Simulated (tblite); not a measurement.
Record of a relaxation.

Species: C₆H₁₂B₂OSi.
Numbering: `[BH2:1][O:2][B:3]([C:4]#[C:5][SiH3:6])[CH2:7][CH:8]1[CH2:9][CH2:10]1` (hydrogens: H11, H12 on B1; H13, H14, H15 on Si6; H16, H17 on C7; H18 on C8; H19, H20 on C9; H21, H22 on C10)

Computed with GFN2-xTB (tblite), gas phase: L-BFGS steps from a force-field or distance-geometry start until the largest atomic force falls under 0.01 eV/Å. 7 of its 125 geometries are shown.

Step 0: E = -739.1975 eV, largest atomic force 3.786 eV/Å
```
atom  x, y, z in Å  |  force x, y, z in eV/Å
B1      0.023    3.272    0.218    0.510  -0.909   2.018
O2      0.488    2.433    1.304   -1.386  -0.742  -3.444
B3      0.313    1.042    0.870    0.712   1.560   0.949
C4      1.458    0.305    0.171   -1.271   0.925   0.765
C5      2.357   -0.295   -0.355    0.295  -0.192  -0.180
Si6     3.703   -1.188   -1.184    0.955  -0.413  -0.372
C7     -1.038    0.265    1.227   -0.029   0.872   0.412
C8     -1.766   -0.148   -0.046   -0.442  -1.351   0.111
C9     -2.750   -1.304    0.126    0.149   0.165  -0.278
C10    -1.438   -1.535   -0.588   -0.293   0.489  -0.131
H11     0.761    3.642   -0.618    0.106  -0.088   0.124
H12    -1.117    3.628    0.196    0.360  -0.154   0.148
H13     3.165   -2.385   -1.829   -0.059  -0.030  -0.028
H14     4.715   -1.584   -0.183   -0.154   0.067  -0.079
H15     4.331   -0.305   -2.183   -0.095  -0.060   0.084
H16    -1.702    0.936    1.828    0.374  -0.539  -0.361
H17    -0.779   -0.608    1.873   -0.432   0.410  -0.639
H18    -2.077    0.605   -0.799    0.535  -0.335   0.849
H19    -3.633   -1.262   -0.549    0.516  -0.288   1.103
H20    -2.799   -1.757    1.142   -0.500   0.507  -1.113
H21    -0.699   -2.115   -0.003   -0.415   0.425  -1.043
H22    -1.528   -1.624   -1.694    0.562  -0.318   1.105
```

Step 21: E = -740.3279 eV, largest atomic force 0.238 eV/Å
```
atom  x, y, z in Å  |  force x, y, z in eV/Å
B1     -0.008    3.476    0.120   -0.007  -0.235   0.034
O2      0.294    2.252    0.504    0.045   0.047   0.014
B3      0.285    0.951    0.835    0.046   0.137  -0.140
C4      1.518    0.156    0.390   -0.139   0.009  -0.020
C5      2.405   -0.378   -0.244   -0.011   0.009   0.038
Si6     3.750   -1.218   -1.193   -0.009  -0.013   0.054
C7     -1.050    0.211    1.337    0.092   0.065  -0.114
C8     -1.758   -0.217    0.057   -0.027  -0.087   0.040
C9     -2.751   -1.339    0.106   -0.112   0.042   0.025
C10    -1.440   -1.539   -0.580    0.069   0.072  -0.012
H11     0.780    4.059   -0.542   -0.002   0.069  -0.029
H12    -1.044    3.985    0.389   -0.013  -0.008   0.109
H13     3.181   -2.389   -1.860   -0.033  -0.062  -0.007
H14     4.752   -1.604   -0.203    0.102  -0.053   0.025
H15     4.330   -0.325   -2.198   -0.026   0.066   0.025
H16    -1.707    0.889    1.894    0.072  -0.107  -0.065
H17    -0.873   -0.676    1.953    0.019   0.138  -0.082
H18    -1.975    0.605   -0.623    0.007  -0.095   0.125
H19    -3.635   -1.265   -0.501   -0.175  -0.011  -0.064
H20    -2.908   -1.835    1.049   -0.033  -0.020   0.082
H21    -0.714   -2.182   -0.109    0.076   0.036   0.025
H22    -1.441   -1.602   -1.656    0.062   0.002  -0.064
```

Step 41: E = -740.5566 eV, largest atomic force 0.560 eV/Å
```
atom  x, y, z in Å  |  force x, y, z in eV/Å
B1     -0.092    3.511    0.266    0.078  -0.288   0.002
O2      0.499    2.327    0.249   -0.375  -0.243   0.235
B3      0.405    1.037    0.614   -0.483   0.100  -0.265
C4      1.600    0.144    0.340   -0.215   0.232   0.190
C5      2.461   -0.559   -0.137    0.068  -0.011   0.071
Si6     3.813   -1.353   -1.082    0.282  -0.274  -0.150
C7     -1.009    0.352    1.081    0.334   0.170   0.161
C8     -1.862   -0.187   -0.054    0.091   0.174   0.128
C9     -2.768   -1.370    0.142   -0.021   0.130   0.144
C10    -1.494   -1.524   -0.618    0.071   0.048  -0.112
H11     0.126    4.224   -0.652   -0.150  -0.027   0.116
H12    -0.813    3.811    1.162    0.243   0.141  -0.052
H13     3.279   -2.542   -1.758   -0.001   0.090  -0.062
H14     4.901   -1.790   -0.204    0.006   0.056   0.070
H15     4.268   -0.297   -1.992    0.059  -0.117  -0.087
H16    -1.556    1.094    1.683   -0.092  -0.180  -0.258
H17    -0.792   -0.498    1.735    0.041   0.105   0.056
H18    -2.225    0.574   -0.730    0.057   0.059  -0.125
H19    -3.675   -1.376   -0.441   -0.122  -0.083   0.183
H20    -2.826   -1.833    1.115   -0.147   0.057   0.016
H21    -0.685   -2.025   -0.115    0.127  -0.146  -0.132
H22    -1.565   -1.701   -1.676    0.148   0.006  -0.129
```

Step 62: E = -740.9423 eV, largest atomic force 0.214 eV/Å
```
atom  x, y, z in Å  |  force x, y, z in eV/Å
B1     -0.088    3.575    0.380   -0.003   0.084   0.065
O2      0.268    2.332    0.459   -0.025   0.014   0.021
B3      0.310    1.028    0.557   -0.055   0.032   0.106
C4      1.520    0.229    0.098    0.143   0.039   0.052
C5      2.500   -0.376   -0.281   -0.069   0.020   0.042
Si6     3.875   -1.350   -1.026    0.039  -0.081  -0.061
C7     -1.027    0.304    1.087   -0.061   0.027  -0.006
C8     -1.811   -0.235   -0.094    0.030  -0.045  -0.012
C9     -2.747   -1.382    0.131   -0.022   0.032   0.000
C10    -1.505   -1.577   -0.687   -0.016  -0.017   0.004
H11    -0.577    3.961   -0.622   -0.007   0.071  -0.035
H12     0.056    4.302    1.306    0.084  -0.081  -0.100
H13     3.237   -2.522   -1.619   -0.012  -0.123  -0.092
H14     4.877   -1.788   -0.053   -0.036   0.070   0.111
H15     4.509   -0.521   -2.049    0.040   0.046  -0.054
H16    -1.650    1.054    1.582   -0.047  -0.008   0.058
H17    -0.870   -0.501    1.807    0.186  -0.002  -0.106
H18    -2.105    0.539   -0.795   -0.093  -0.050   0.045
H19    -3.712   -1.383   -0.349   -0.028  -0.041  -0.081
H20    -2.753   -1.809    1.122   -0.074  -0.042   0.000
H21    -0.704   -2.169   -0.273    0.016   0.055   0.051
H22    -1.613   -1.693   -1.755    0.007   0.000  -0.008
```

Step 83: E = -741.0158 eV, largest atomic force 0.060 eV/Å
```
atom  x, y, z in Å  |  force x, y, z in eV/Å
B1     -0.010    3.645    0.329   -0.005   0.025  -0.016
O2      0.175    2.372    0.474    0.000  -0.001  -0.020
B3      0.249    1.072    0.571    0.027   0.018   0.018
C4      1.479    0.307    0.083   -0.040   0.044  -0.005
C5      2.419   -0.329   -0.342    0.017  -0.042  -0.018
Si6     3.813   -1.326   -1.032   -0.011   0.009   0.003
C7     -1.014    0.241    1.127    0.000  -0.020  -0.012
C8     -1.828   -0.267   -0.049   -0.007  -0.008  -0.023
C9     -2.772   -1.422    0.105   -0.003   0.002   0.019
C10    -1.498   -1.590   -0.667    0.001  -0.025  -0.008
H11    -0.499    4.048   -0.669    0.014   0.008   0.006
H12     0.305    4.389    1.190    0.015  -0.018   0.009
H13     3.257   -2.538   -1.638   -0.015  -0.029   0.007
H14     4.724   -1.669    0.064    0.005   0.009  -0.002
H15     4.493   -0.527   -2.054    0.028   0.021   0.007
H16    -1.645    0.876    1.756   -0.028  -0.015  -0.020
H17    -0.700   -0.612    1.729   -0.016  -0.025   0.025
H18    -2.142    0.518   -0.727   -0.006   0.020   0.002
H19    -3.705   -1.397   -0.440    0.011  -0.013   0.016
H20    -2.847   -1.901    1.069    0.002   0.006   0.028
H21    -0.708   -2.169   -0.216    0.018  -0.003   0.002
H22    -1.554   -1.703   -1.739   -0.005   0.034  -0.017
```

Step 103: E = -741.0235 eV, largest atomic force 0.051 eV/Å
```
atom  x, y, z in Å  |  force x, y, z in eV/Å
B1      0.045    3.682    0.342   -0.013   0.002  -0.009
O2      0.142    2.394    0.425    0.026  -0.030   0.007
B3      0.214    1.094    0.519    0.003  -0.027  -0.030
C4      1.437    0.327    0.013   -0.018  -0.013   0.013
C5      2.372   -0.341   -0.373    0.021   0.018  -0.003
Si6     3.805   -1.326   -0.998   -0.008  -0.006  -0.002
C7     -1.032    0.248    1.096    0.009   0.015  -0.012
C8     -1.861   -0.283   -0.060    0.015  -0.005  -0.009
C9     -2.754   -1.471    0.135    0.023  -0.044  -0.013
C10    -1.512   -1.593   -0.698    0.014   0.009  -0.008
H11    -0.458    4.170   -0.608    0.013  -0.001  -0.018
H12     0.455    4.353    1.222    0.001   0.026   0.034
H13     3.290   -2.562   -1.597   -0.006   0.000  -0.001
H14     4.690   -1.641    0.129   -0.020   0.023  -0.008
H15     4.508   -0.524   -2.003    0.012  -0.006   0.007
H16    -1.669    0.873    1.725   -0.014   0.018   0.003
H17    -0.695   -0.593    1.704   -0.009  -0.011  -0.020
H18    -2.222    0.494   -0.724   -0.032   0.008   0.019
H19    -3.712   -1.490   -0.362    0.004   0.003  -0.003
H20    -2.760   -1.950    1.102   -0.004   0.007   0.032
H21    -0.672   -2.140   -0.297   -0.021  -0.010   0.021
H22    -1.621   -1.699   -1.767    0.003   0.026   0.000
```

Step 124: E = -741.0285 eV, largest atomic force 0.010 eV/Å
```
atom  x, y, z in Å  |  force x, y, z in eV/Å
B1      0.099    3.694    0.368    0.000  -0.006  -0.003
O2      0.163    2.401    0.412   -0.001  -0.001   0.003
B3      0.194    1.097    0.472    0.001   0.003  -0.001
C4      1.408    0.317   -0.034   -0.002   0.003   0.000
C5      2.357   -0.333   -0.415    0.003   0.003   0.000
Si6     3.808   -1.324   -0.986   -0.004  -0.001  -0.001
C7     -1.063    0.274    1.057    0.002  -0.002   0.005
C8     -1.911   -0.292   -0.066   -0.003   0.002   0.007
C9     -2.734   -1.525    0.163   -0.005   0.005   0.003
C10    -1.524   -1.582   -0.722    0.004   0.002  -0.001
H11    -0.360    4.222   -0.583    0.000   0.003  -0.006
H12     0.497    4.328    1.282    0.003   0.001   0.003
H13     3.312   -2.572   -1.575    0.000  -0.003   0.001
H14     4.649   -1.604    0.181    0.002  -0.005   0.000
H15     4.552   -0.548   -1.981   -0.004   0.004   0.000
H16    -1.690    0.917    1.680    0.002   0.003  -0.004
H17    -0.721   -0.554    1.680   -0.003  -0.004   0.009
H18    -2.342    0.469   -0.707   -0.007  -0.005   0.002
H19    -3.711   -1.590   -0.294   -0.001  -0.001  -0.010
H20    -2.678   -2.000    1.130    0.005   0.000   0.001
H21    -0.646   -2.089   -0.353    0.006  -0.003   0.000
H22    -1.670   -1.687   -1.786    0.002   0.000  -0.005
```

Q: Summarise the path.

A: The energy falls by 42.22 kcal/mol from step 0 to step 124; nine tenths of that is first reached at step 55. It rises by more than 0.2 meV at step 2. The largest force goes from 3.786 to 0.010 eV/Å. Among the bonds O2–B3 changes most, from 1.468 to 1.306 Å; the atoms move by 0.617 Å rms after alignment.

Q: Follow the three bonds and two angles with the largest change from start to end.

A: 
```
step  E above end (kcal/mol)  largest force (eV/Å)  O2–B3 (Å)  B1–O2 (Å)  C9–H20 (Å)  B1–O2–B3 (°)  H21–C10–H22 (°)
   0                   42.22                 3.786      1.468      1.450       1.114         106.8            122.5
   5                   24.16                 0.465      1.354      1.328       1.074         123.6            115.0
  11                   20.17                 0.451      1.341      1.319       1.082         138.8            111.2
  16                   17.19                 0.205      1.340      1.317       1.081         158.2            113.5
  22                   16.01                 0.211      1.338      1.312       1.076         164.9            113.7
  27                   15.23                 0.201      1.334      1.315       1.081         161.7            113.3
  32                   14.51                 0.224      1.344      1.319       1.079         156.5            113.7
  38                   12.66                 0.244      1.344      1.320       1.078         150.1            113.4
  43                    9.09                 0.309      1.328      1.312       1.082         147.6            115.4
  49                    7.05                 0.522      1.319      1.315       1.080         152.8            114.4
  54                    4.66                 0.424      1.311      1.297       1.081         156.8            113.9
  59                    2.66                 0.339      1.309      1.300       1.079         163.5            114.0
  65                    1.34                 0.184      1.306      1.295       1.081         167.8            113.3
  70                    0.81                 0.166      1.309      1.297       1.078         170.4            113.8
  75                    0.51                 0.125      1.307      1.295       1.080         172.0            113.4
  81                    0.32                 0.062      1.306      1.295       1.080         174.3            113.6
  86                    0.26                 0.039      1.306      1.295       1.079         175.5            113.4
  92                    0.23                 0.028      1.306      1.294       1.079         176.3            113.7
  97                    0.20                 0.045      1.306      1.295       1.080         177.0            113.4
 102                    0.13                 0.057      1.306      1.294       1.080         178.6            113.2
 108                    0.07                 0.045      1.305      1.295       1.080         177.9            113.8
 113                    0.04                 0.036      1.305      1.294       1.079         178.7            113.4
 119                    0.00                 0.020      1.306      1.295       1.080         178.1            113.5
 124                    0.00                 0.010      1.306      1.295       1.080         178.4            113.6
```

What follows is the cost of the whole relaxation. Time: 1.3 s wall. Hardware: one thread of an Arm Neoverse V1, shared host with 32 logical CPUs at a one-minute load of 19.
